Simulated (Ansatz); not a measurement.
Born–Oppenheimer molecular dynamics of AlCl$_{3}$H$_{5}$HfNO (12 atoms, charge 0, multiplicity 1). It starts at the highest image of a converged band. Of that band: The profile has 2 maxima (images 2, 4) with wells between them (image 3): this band takes more than one step, which may be the mechanism or a detour left from its start path. Neighbouring images differ by up to 1.5 eV, so the band resolves the path poorly. A vibrational analysis at the climbing image gives one clearly imaginary mode, 1663i cm⁻¹: a first-order saddle point.

Level of theory: RHF/def2-SVP (Ansatz).

| Item | Value |
| --- | --- |
| ensemble | NVE (velocity Verlet) |
| time step | 0.5 fs |
| steps asked | 200 |
| starting velocities drawn for | 300 K |
| seed | 10199 |

Frames 1 fs apart, positions in Å, forces in eV/Å.

Velocities at 80.0 fs (Å/ps):

```
Hf 0.63 -1.45 -0.78
N -2.11 10.23 -11.15
H -4.65 -11.56 -17.33
H -21.45 5.75 10.85
Cl -3.89 -1.22 4.76
Cl 3.58 -4.07 4.12
Cl -0.31 7.59 0.81
O -5.16 -5.49 0.18
Al -0.20 3.42 -0.90
H 23.71 7.76 11.88
H -2.26 11.37 23.71
H 31.02 15.21 -56.30
```

```xyz
12
Properties=species:S:1:pos:R:3:forces:R:3 time_fs=80.0 energy_less_start_eV=-0.501 T=687
Hf 0.278 -0.471 0.153 -0.66 2.30 -0.88
N 0.573 1.063 2.638 1.89 -1.72 -1.25
H 1.031 1.886 2.203 -0.79 -0.85 1.34
H 1.265 0.422 3.118 -1.40 1.72 -0.80
Cl 2.166 0.838 -0.573 0.03 -0.19 0.08
Cl -1.823 0.694 -0.023 0.08 -0.04 0.23
Cl -0.373 -2.172 -1.658 0.54 0.53 0.89
O 0.541 -1.881 1.308 -0.08 -1.28 0.38
Al -0.051 -3.424 0.649 -0.13 -0.29 -0.05
H 1.060 -4.405 0.202 0.16 -0.35 0.10
H -1.575 -3.643 0.928 -0.03 -0.24 0.18
H -0.240 1.219 3.214 0.39 0.42 -0.22
12
Properties=species:S:1:pos:R:3:forces:R:3 time_fs=81.0 energy_less_start_eV=-0.521 T=701
Hf 0.279 -0.472 0.152 -0.65 2.19 -0.76
N 0.572 1.073 2.626 3.33 -2.69 -2.38
H 1.024 1.871 2.192 -0.29 -0.13 0.93
H 1.237 0.436 3.125 -1.04 1.51 -0.74
Cl 2.162 0.837 -0.568 0.10 -0.15 0.05
Cl -1.819 0.690 -0.019 0.03 -0.01 0.22
Cl -0.374 -2.164 -1.657 0.52 0.47 0.85
O 0.536 -1.887 1.308 -0.03 -1.02 0.36
Al -0.051 -3.420 0.648 -0.10 -0.53 -0.05
H 1.084 -4.399 0.215 -0.01 -0.25 0.11
H -1.577 -3.633 0.953 0.05 -0.26 0.10
H -0.210 1.237 3.158 -1.92 0.87 1.29
12
Properties=species:S:1:pos:R:3:forces:R:3 time_fs=82.0 energy_less_start_eV=-0.508 T=693
Hf 0.279 -0.473 0.151 -0.63 2.06 -0.61
N 0.573 1.080 2.613 3.08 -3.30 -3.00
H 1.013 1.855 2.189 0.46 0.94 0.27
H 1.200 0.464 3.125 -0.17 0.77 -0.23
Cl 2.158 0.835 -0.563 0.16 -0.12 0.02
Cl -1.816 0.686 -0.014 -0.02 0.03 0.21
Cl -0.374 -2.157 -1.656 0.51 0.42 0.81
O 0.531 -1.893 1.308 0.03 -0.72 0.33
Al -0.052 -3.417 0.648 -0.07 -0.79 -0.04
H 1.109 -4.396 0.228 -0.19 -0.14 0.12
H -1.579 -3.625 0.978 0.13 -0.28 0.03
H -0.198 1.263 3.115 -3.29 1.14 2.07
12
Properties=species:S:1:pos:R:3:forces:R:3 time_fs=83.0 energy_less_start_eV=-0.556 T=729
Hf 0.280 -0.474 0.150 -0.59 1.94 -0.43
N 0.576 1.086 2.597 0.19 -2.80 -2.61
H 1.007 1.848 2.189 1.13 1.83 -0.29
H 1.161 0.499 3.123 1.01 -0.34 0.72
Cl 2.154 0.834 -0.558 0.22 -0.08 -0.02
Cl -1.812 0.682 -0.010 -0.07 0.07 0.21
Cl -0.374 -2.149 -1.654 0.49 0.35 0.77
O 0.526 -1.900 1.309 0.08 -0.41 0.28
Al -0.052 -3.414 0.647 -0.03 -1.05 -0.01
H 1.131 -4.393 0.243 -0.36 -0.05 0.12
H -1.579 -3.620 1.004 0.20 -0.30 -0.05
H -0.215 1.299 3.090 -2.26 0.84 1.31
12
Properties=species:S:1:pos:R:3:forces:R:3 time_fs=84.0 energy_less_start_eV=-0.594 T=758
Hf 0.281 -0.475 0.149 -0.55 1.81 -0.21
N 0.579 1.089 2.580 -3.03 -1.24 -2.09
H 1.011 1.858 2.187 1.25 1.83 -0.33
H 1.131 0.531 3.128 1.87 -1.18 1.60
Cl 2.150 0.833 -0.554 0.29 -0.04 -0.06
Cl -1.808 0.678 -0.006 -0.13 0.10 0.19
Cl -0.373 -2.141 -1.653 0.47 0.29 0.72
O 0.520 -1.907 1.310 0.13 -0.10 0.23
Al -0.052 -3.412 0.646 -0.02 -1.29 0.02
H 1.150 -4.391 0.259 -0.49 0.02 0.11
H -1.578 -3.618 1.029 0.24 -0.32 -0.12
H -0.254 1.343 3.077 -0.05 0.11 -0.06
12
Properties=species:S:1:pos:R:3:forces:R:3 time_fs=85.0 energy_less_start_eV=-0.611 T=772
Hf 0.281 -0.476 0.148 -0.50 1.70 0.02
N 0.580 1.092 2.562 -4.05 0.21 -1.55
H 1.027 1.884 2.182 0.77 0.83 0.13
H 1.119 0.553 3.148 1.67 -0.98 1.54
Cl 2.147 0.831 -0.549 0.36 0.01 -0.11
Cl -1.805 0.674 -0.001 -0.20 0.14 0.18
Cl -0.373 -2.133 -1.651 0.45 0.22 0.66
O 0.515 -1.915 1.311 0.18 0.21 0.17
Al -0.052 -3.409 0.645 -0.01 -1.49 0.06
H 1.164 -4.389 0.275 -0.57 0.05 0.08
H -1.575 -3.619 1.053 0.26 -0.33 -0.18
H -0.293 1.389 3.065 1.64 -0.56 -1.01
12
Properties=species:S:1:pos:R:3:forces:R:3 time_fs=86.0 energy_less_start_eV=-0.619 T=778
Hf 0.281 -0.477 0.147 -0.46 1.58 0.26
N 0.578 1.095 2.542 -3.07 0.91 -0.63
H 1.050 1.919 2.178 0.08 -0.46 0.64
H 1.122 0.565 3.182 0.60 0.00 0.47
Cl 2.143 0.830 -0.544 0.44 0.05 -0.16
Cl -1.801 0.670 0.003 -0.26 0.18 0.17
Cl -0.373 -2.125 -1.649 0.43 0.15 0.60
O 0.510 -1.922 1.312 0.23 0.51 0.12
Al -0.053 -3.408 0.644 -0.03 -1.66 0.11
H 1.173 -4.386 0.293 -0.60 0.05 0.03
H -1.569 -3.623 1.076 0.25 -0.34 -0.24
H -0.318 1.429 3.042 2.40 -0.98 -1.37
12
Properties=species:S:1:pos:R:3:forces:R:3 time_fs=87.0 energy_less_start_eV=-0.598 T=763
Hf 0.282 -0.478 0.146 -0.42 1.46 0.48
N 0.575 1.098 2.522 -1.36 1.07 0.32
H 1.075 1.949 2.180 -0.48 -1.40 0.88
H 1.131 0.578 3.220 -0.50 0.90 -0.80
Cl 2.140 0.829 -0.539 0.51 0.09 -0.21
Cl -1.798 0.666 0.007 -0.33 0.22 0.16
Cl -0.372 -2.116 -1.647 0.41 0.09 0.54
O 0.506 -1.929 1.313 0.27 0.80 0.07
Al -0.053 -3.407 0.643 -0.06 -1.78 0.16
H 1.176 -4.383 0.311 -0.58 0.02 -0.02
H -1.560 -3.630 1.096 0.20 -0.34 -0.28
H -0.319 1.460 3.008 2.34 -1.12 -1.29
12
Properties=species:S:1:pos:R:3:forces:R:3 time_fs=88.0 energy_less_start_eV=-0.598 T=763
Hf 0.282 -0.479 0.146 -0.37 1.34 0.67
N 0.570 1.103 2.502 0.44 0.89 0.81
H 1.094 1.966 2.190 -0.76 -1.80 0.80
H 1.136 0.599 3.251 -1.20 1.29 -1.68
Cl 2.136 0.827 -0.535 0.58 0.13 -0.25
Cl -1.795 0.662 0.012 -0.39 0.26 0.15
Cl -0.371 -2.108 -1.645 0.39 0.02 0.48
O 0.501 -1.935 1.315 0.31 1.07 0.02
Al -0.053 -3.407 0.642 -0.11 -1.86 0.22
H 1.173 -4.380 0.329 -0.51 -0.04 -0.09
H -1.550 -3.641 1.113 0.13 -0.35 -0.31
H -0.299 1.480 2.961 1.49 -0.94 -0.81
12
Properties=species:S:1:pos:R:3:forces:R:3 time_fs=89.0 energy_less_start_eV=-0.630 T=787
Hf 0.283 -0.479 0.145 -0.33 1.21 0.84
N 0.565 1.107 2.483 2.28 0.24 0.66
H 1.107 1.967 2.208 -0.70 -1.64 0.46
H 1.129 0.632 3.266 -1.45 1.18 -1.99
Cl 2.133 0.826 -0.530 0.65 0.17 -0.29
Cl -1.791 0.658 0.017 -0.46 0.30 0.14
Cl -0.371 -2.100 -1.642 0.37 -0.04 0.41
O 0.497 -1.940 1.316 0.34 1.31 -0.03
Al -0.054 -3.407 0.641 -0.18 -1.89 0.27
H 1.166 -4.377 0.345 -0.39 -0.13 -0.17
H -1.538 -3.655 1.128 0.05 -0.34 -0.32
H -0.265 1.492 2.906 -0.18 -0.36 0.03
12
Properties=species:S:1:pos:R:3:forces:R:3 time_fs=90.0 energy_less_start_eV=-0.636 T=791
Hf 0.283 -0.480 0.144 -0.28 1.10 0.99
N 0.563 1.112 2.464 3.71 -0.80 -0.01
H 1.113 1.952 2.230 -0.30 -0.91 -0.07
H 1.109 0.675 3.263 -1.26 0.67 -1.69
Cl 2.130 0.825 -0.526 0.72 0.21 -0.33
Cl -1.788 0.655 0.021 -0.52 0.34 0.14
Cl -0.370 -2.092 -1.640 0.35 -0.11 0.34
O 0.492 -1.945 1.317 0.36 1.49 -0.08
Al -0.054 -3.408 0.641 -0.26 -1.88 0.33
H 1.155 -4.376 0.361 -0.24 -0.24 -0.24
H -1.526 -3.672 1.139 -0.05 -0.33 -0.33
H -0.233 1.500 2.852 -2.22 0.47 0.95
12
Properties=species:S:1:pos:R:3:forces:R:3 time_fs=91.0 energy_less_start_eV=-0.619 T=778
Hf 0.283 -0.480 0.143 -0.24 1.00 1.12
N 0.562 1.117 2.445 3.42 -1.53 -0.71
H 1.116 1.928 2.251 0.38 0.25 -0.67
H 1.077 0.726 3.244 -0.65 -0.21 -0.68
Cl 2.127 0.824 -0.521 0.78 0.25 -0.37
Cl -1.785 0.651 0.026 -0.59 0.38 0.13
Cl -0.369 -2.084 -1.637 0.32 -0.17 0.27
O 0.488 -1.949 1.318 0.36 1.62 -0.12
Al -0.055 -3.410 0.640 -0.34 -1.83 0.39
H 1.142 -4.377 0.373 -0.07 -0.34 -0.31
H -1.515 -3.692 1.148 -0.14 -0.32 -0.33
H -0.222 1.513 2.806 -3.24 0.91 1.27
```

Of the whole run (100 fs, mean temperature of the second half 710 K): The conserved energy stayed within 0.41 meV per atom of its start (net change -0.11 meV per atom), so the integration is sound. The system heated up, since it started high on the potential surface and ran downhill. A run of 0.1 ps of so small a system gives no equilibrium averages. The orbitals stay closed-shell, which can raise the energy where a bond breaks towards radicals; this wasn't checked here.

Run time: 16 min on 4 threads of Arm Neoverse N1, with other jobs on the host, peak memory 0.51 GiB.
